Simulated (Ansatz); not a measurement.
Ansatz (a quantum-chemistry and plane-wave program) input file for C₃H₆FNSi, SMILES F[C@H]1C[SiH2]C=N1, PBE-D3(BJ)/def2-SVP. 

Ansatz 0.2 input:
```yaml
crystal:
  periodic: [false, false, false]
  atoms:
    - {symbol: F, position_ang: [-1.67086791, -1.54126732, 0.10498919]}
    - {symbol: C, position_ang: [-0.77382321, -0.66723311, -0.46502516]}
    - {symbol: C, position_ang: [-0.92967782, 0.73441711, 0.14821541]}
    - {symbol: Si, position_ang: [0.85040543, 1.40049420, 0.24741127]}
    - {symbol: C, position_ang: [1.44646795, -0.38810498, -0.02478070]}
    - {symbol: N, position_ang: [0.54061182, -1.21520468, -0.32132508]}
    - {symbol: H, position_ang: [-1.01040920, -0.66908542, -1.54021083]}
    - {symbol: H, position_ang: [-1.62806514, 1.32854161, -0.43507113]}
    - {symbol: H, position_ang: [-1.35943793, 0.61115103, 1.14276589]}
    - {symbol: H, position_ang: [1.20183826, 2.26648979, -0.87770338]}
    - {symbol: H, position_ang: [1.23540638, 1.94128446, 1.54677619]}
    - {symbol: H, position_ang: [2.45071841, -0.78193580, 0.05360090]}
basis:
  gaussian:
    orbitals: def2-SVP
hamiltonian:
  xc: pbe
  dispersion: d3bj
relax: {f_tol: 0.002, max_steps: 200}
```

It prints:

```
WARN ansatz: RAYON_NUM_THREADS=1 ignored (pool sized by the plan → 1); use --threads N
Functional definition: PBE
integrals: 0.06 GiB planned
1338 factors; their error is unknown
mean field: 0.37 GiB planned
mean field evaluation 1: about -15262.6630 eV, gradient 6.0e1 eV
mean field evaluation 2: about -15242.3667 eV, gradient 1.0e2 eV
mean field evaluation 4: about -15271.4281 eV, gradient 1.3e1 eV
mean field evaluation 8: about -15271.7906 eV, gradient 2.0e-1 eV
mean field evaluation 16: about -15271.6913 eV, gradient 3.7e-4 eV
mean field -15271.69129021 eV, -561.2243033911 hartree, gradient 5.3e-5 eV, S^2 0.000000; 0 other end points of the search recorded, 0 dependent functions left out
the calculation of the forces begins
reference -15271.69132301 eV, -561.2243045966 hartree; 27, 27 occupied and 91, 91 virtual orbitals, 1338 factors
relax step   1: F+E_penalty+E_count = -15271.98259348 eV  Δ(F+E_penalty+E_count) = +0.000e0 eV  max|allowed force component| = 1.257e0 eV/Å  Δτ_max = 0.0000 Å  (31 SCF iters, accepted)
these checks for a lower state are left out or cut short: starts, cluster_reference, orbital_swaps, neighbouring_geometries, increment
integrals: 0.06 GiB planned
1338 factors; their error is unknown
mean field: 0.36 GiB planned
mean field -15271.80906794 eV, -561.2286316429 hartree, gradient 1.4e-5 eV, S^2 0.000000; 0 other end points of the search recorded, 0 dependent functions left out
the calculation of the forces begins
reference -15271.80910105 eV, -561.2286328596 hartree; 27, 27 occupied and 91, 91 virtual orbitals, 1338 factors
relax step   2: F+E_penalty+E_count = -15272.09826342 eV  Δ(F+E_penalty+E_count) = -1.157e-1 eV  max|allowed force component| = 3.682e-1 eV/Å  Δτ_max = 0.0489 Å  (32 SCF iters, accepted)
these checks for a lower state are left out or cut short: starts, cluster_reference, orbital_swaps, neighbouring_geometries, increment
integrals: 0.06 GiB planned
1338 factors; their error is unknown
mean field: 0.36 GiB planned
mean field evaluation 32: about -15271.8196 eV, gradient 2.1e-4 eV
mean field -15271.81958712 eV, -561.2290182155 hartree, gradient 1.5e-5 eV, S^2 0.000000; 0 other end points of the search recorded, 0 dependent functions left out
the calculation of the forces begins
reference -15271.81962029 eV, -561.2290194344 hartree; 27, 27 occupied and 91, 91 virtual orbitals, 1338 factors
relax step   3: F+E_penalty+E_count = -15272.10815701 eV  Δ(F+E_penalty+E_count) = -9.894e-3 eV  max|allowed force component| = 1.436e-1 eV/Å  Δτ_max = 0.0270 Å  (32 SCF iters, accepted)
these checks for a lower state are left out or cut short: starts, cluster_reference, orbital_swaps, neighbouring_geometries, increment
integrals: 0.06 GiB planned
1338 factors; their error is unknown
mean field: 0.36 GiB planned
mean field -15271.82135814 eV, -561.2290832994 hartree, gradient 1.5e-5 eV, S^2 0.000000; 0 other end points of the search recorded, 0 dependent functions left out
the calculation of the forces begins
reference -15271.82139128 eV, -561.2290845173 hartree; 27, 27 occupied and 91, 91 virtual orbitals, 1338 factors
relax step   4: F+E_penalty+E_count = -15272.10991555 eV  Δ(F+E_penalty+E_count) = -1.759e-3 eV  max|allowed force component| = 9.578e-2 eV/Å  Δτ_max = 0.0410 Å  (32 SCF iters, accepted)
these checks for a lower state are left out or cut short: starts, cluster_reference, orbital_swaps, neighbouring_geometries, increment
integrals: 0.06 GiB planned
1338 factors; their error is unknown
mean field: 0.36 GiB planned
mean field -15271.82163929 eV, -561.2290936315 hartree, gradient 1.5e-5 eV, S^2 0.000000; 0 other end points of the search recorded, 0 dependent functions left out
the calculation of the forces begins
reference -15271.82167240 eV, -561.2290948483 hartree; 27, 27 occupied and 91, 91 virtual orbitals, 1338 factors
relax step   5: F+E_penalty+E_count = -15272.11057467 eV  Δ(F+E_penalty+E_count) = -6.591e-4 eV  max|allowed force component| = 1.028e-1 eV/Å  Δτ_max = 0.0302 Å  (32 SCF iters, accepted)
these checks for a lower state are left out or cut short: starts, cluster_reference, orbital_swaps, neighbouring_geometries, increment
integrals: 0.06 GiB planned
1338 factors; their error is unknown
mean field: 0.36 GiB planned
mean field -15271.82397462 eV, -561.2291794531 hartree, gradient 1.5e-5 eV, S^2 0.000000; 0 other end points of the search recorded, 0 dependent functions left out
the calculation of the forces begins
reference -15271.82400771 eV, -561.2291806692 hartree; 27, 27 occupied and 91, 91 virtual orbitals, 1338 factors
relax step   6: F+E_penalty+E_count = -15272.11299260 eV  Δ(F+E_penalty+E_count) = -2.418e-3 eV  max|allowed force component| = 3.934e-2 eV/Å  Δτ_max = 0.0152 Å  (33 SCF iters, accepted)
these checks for a lower state are left out or cut short: starts, cluster_reference, orbital_swaps, neighbouring_geometries, increment
integrals: 0.06 GiB planned
1338 factors; their error is unknown
mean field: 0.36 GiB planned
mean field -15271.82402443 eV, -561.2291812838 hartree, gradient 1.4e-5 eV, S^2 0.000000; 0 other end points of the search recorded, 0 dependent functions left out
the calculation of the forces begins
reference -15271.82405753 eV, -561.2291825001 hartree; 27, 27 occupied and 91, 91 virtual orbitals, 1338 factors
relax step   7: F+E_penalty+E_count = -15272.11319472 eV  Δ(F+E_penalty+E_count) = -2.021e-4 eV  max|allowed force component| = 7.622e-2 eV/Å  Δτ_max = 0.0327 Å  (32 SCF iters, accepted)
these checks for a lower state are left out or cut short: starts, cluster_reference, orbital_swaps, neighbouring_geometries, increment
integrals: 0.06 GiB planned
1338 factors; their error is unknown
mean field: 0.36 GiB planned
mean field evaluation 64: about -15271.9231 eV, gradient 1.0e0 eV
mean field -15271.82501198 eV, -561.2292175754 hartree, gradient 1.4e-5 eV, S^2 0.000000; 0 other end points of the search recorded, 0 dependent functions left out
the calculation of the forces begins
reference -15271.82504506 eV, -561.2292187910 hartree; 27, 27 occupied and 91, 91 virtual orbitals, 1338 factors
relax step   8: F+E_penalty+E_count = -15272.11429989 eV  Δ(F+E_penalty+E_count) = -1.105e-3 eV  max|allowed force component| = 2.155e-2 eV/Å  Δτ_max = 0.0173 Å  (32 SCF iters, accepted)
these checks for a lower state are left out or cut short: starts, cluster_reference, orbital_swaps, neighbouring_geometries, increment
integrals: 0.06 GiB planned
1338 factors; their error is unknown
mean field: 0.36 GiB planned
mean field -15271.82520315 eV, -561.2292246008 hartree, gradient 1.4e-5 eV, S^2 0.000000; 0 other end points of the search recorded, 0 dependent functions left out
the calculation of the forces begins
reference -15271.82523622 eV, -561.2292258161 hartree; 27, 27 occupied and 91, 91 virtual orbitals, 1338 factors
relax step   9: F+E_penalty+E_count = -15272.11458373 eV  Δ(F+E_penalty+E_count) = -2.838e-4 eV  max|allowed force component| = 2.922e-2 eV/Å  Δτ_max = 0.0162 Å  (32 SCF iters, accepted)
these checks for a lower state are left out or cut short: starts, cluster_reference, orbital_swaps, neighbouring_geometries, increment
integrals: 0.06 GiB planned
1338 factors; their error is unknown
mean field: 0.37 GiB planned
mean field -15271.82523522 eV, -561.2292257794 hartree, gradient 1.4e-5 eV, S^2 0.000000; 0 other end points of the search recorded, 0 dependent functions left out
the calculation of the forces begins
reference -15271.82526830 eV, -561.2292269950 hartree; 27, 27 occupied and 91, 91 virtual orbitals, 1338 factors
relax step  10: F+E_penalty+E_count = -15272.11466326 eV  Δ(F+E_penalty+E_count) = -7.954e-5 eV  max|allowed force component| = 8.818e-3 eV/Å  Δτ_max = 0.0079 Å  (33 SCF iters, accepted)
these checks for a lower state are left out or cut short: starts, cluster_reference, orbital_swaps, neighbouring_geometries, increment
integrals: 0.06 GiB planned
1338 factors; their error is unknown
mean field: 0.37 GiB planned
mean field -15271.82519632 eV, -561.2292243497 hartree, gradient 1.4e-5 eV, S^2 0.000000; 0 other end points of the search recorded, 0 dependent functions left out
the calculation of the forces begins
reference -15271.82522939 eV, -561.2292255652 hartree; 27, 27 occupied and 91, 91 virtual orbitals, 1338 factors
relax step  11: F+E_penalty+E_count = -15272.11467122 eV  Δ(F+E_penalty+E_count) = -7.960e-6 eV  max|allowed force component| = 8.664e-3 eV/Å  Δτ_max = 0.0021 Å  (34 SCF iters, accepted)
these checks for a lower state are left out or cut short: starts, cluster_reference, orbital_swaps, neighbouring_geometries, increment
integrals: 0.06 GiB planned
1338 factors; their error is unknown
mean field: 0.36 GiB planned
mean field evaluation 96: about -15271.8252 eV, gradient 2.9e-3 eV
mean field -15271.82519819 eV, -561.2292244187 hartree, gradient 1.4e-5 eV, S^2 0.000000; 0 other end points of the search recorded, 0 dependent functions left out
the calculation of the forces begins
reference -15271.82523127 eV, -561.2292256342 hartree; 27, 27 occupied and 91, 91 virtual orbitals, 1338 factors
relax step  12: F+E_penalty+E_count = -15272.11467649 eV  Δ(F+E_penalty+E_count) = -5.262e-6 eV  max|allowed force component| = 2.398e-3 eV/Å  Δτ_max = 0.0014 Å  (34 SCF iters, accepted)
these checks for a lower state are left out or cut short: starts, cluster_reference, orbital_swaps, neighbouring_geometries, increment
integrals: 0.06 GiB planned
1338 factors; their error is unknown
mean field: 0.36 GiB planned
mean field -15271.82520098 eV, -561.2292245211 hartree, gradient 1.4e-5 eV, S^2 0.000000; 0 other end points of the search recorded, 0 dependent functions left out
the calculation of the forces begins
reference -15271.82523406 eV, -561.2292257367 hartree; 27, 27 occupied and 91, 91 virtual orbitals, 1338 factors
relax step  13: F+E_penalty+E_count = -15272.11467717 eV  Δ(F+E_penalty+E_count) = -6.824e-7 eV  max|allowed force component| = 3.850e-3 eV/Å  Δτ_max = 0.0004 Å  (34 SCF iters, accepted)
these checks for a lower state are left out or cut short: starts, cluster_reference, orbital_swaps, neighbouring_geometries, increment
integrals: 0.06 GiB planned
1338 factors; their error is unknown
mean field: 0.36 GiB planned
mean field -15271.82520067 eV, -561.2292245097 hartree, gradient 1.4e-5 eV, S^2 0.000000; 0 other end points of the search recorded, 0 dependent functions left out
the calculation of the forces begins
reference -15271.82523375 eV, -561.2292257253 hartree; 27, 27 occupied and 91, 91 virtual orbitals, 1338 factors
relax step  14: F+E_penalty+E_count = -15272.11467749 eV  Δ(F+E_penalty+E_count) = -3.237e-7 eV  max|allowed force component| = 6.137e-4 eV/Å  Δτ_max = 0.0002 Å  (34 SCF iters, accepted)
integrals: 0.06 GiB planned
1338 factors; their error is unknown
mean field: 0.36 GiB planned
mean field evaluation 128: about -15271.9257 eV, gradient 2.1e-1 eV
mean field -15271.82520067 eV, -561.2292245097 hartree, gradient 1.4e-5 eV, S^2 0.000000; 1 other end points of the search recorded, 0 dependent functions left out
the calculation of the forces begins
reference -15271.82523375 eV, -561.2292257253 hartree; 27, 27 occupied and 91, 91 virtual orbitals, 1338 factors
Total energy: -15272.11471057 eV, -561.2398638022 hartree
Atom 0 at    -1.743910    -1.544862    -0.019643 Å, force     0.000084     0.000171    -0.000033 eV/Å
Atom 1 at    -0.789591    -0.662956    -0.491949 Å, force     0.000614     0.000207     0.000242 eV/Å
Atom 2 at    -0.945910     0.715888     0.179514 Å, force    -0.000343    -0.000207    -0.000013 eV/Å
Atom 3 at     0.832403     1.379048     0.216252 Å, force    -0.000057    -0.000170    -0.000203 eV/Å
Atom 4 at     1.458639    -0.421485     0.016147 Å, force     0.000447    -0.000091     0.000516 eV/Å
Atom 5 at     0.528709    -1.255526    -0.293479 Å, force    -0.000498    -0.000067    -0.000362 eV/Å
Atom 6 at    -0.932893    -0.584233    -1.596774 Å, force    -0.000053    -0.000133     0.000025 eV/Å
Atom 7 at    -1.704732     1.346958    -0.319692 Å, force    -0.000025     0.000127     0.000003 eV/Å
Atom 8 at    -1.277839     0.541297     1.224859 Å, force    -0.000036    -0.000004     0.000001 eV/Å
Atom 9 at     1.186303     2.252146    -0.958626 Å, force     0.000005     0.000053     0.000003 eV/Å
Atom 10 at     1.255013     2.071076     1.481876 Å, force     0.000010    -0.000020    -0.000014 eV/Å
Atom 11 at     2.486975    -0.817804     0.141158 Å, force    -0.000149     0.000134    -0.000166 eV/Å
Dipole moment:     0.150125     0.509142    -0.025632 e Å
```

Self-consistency was reached.
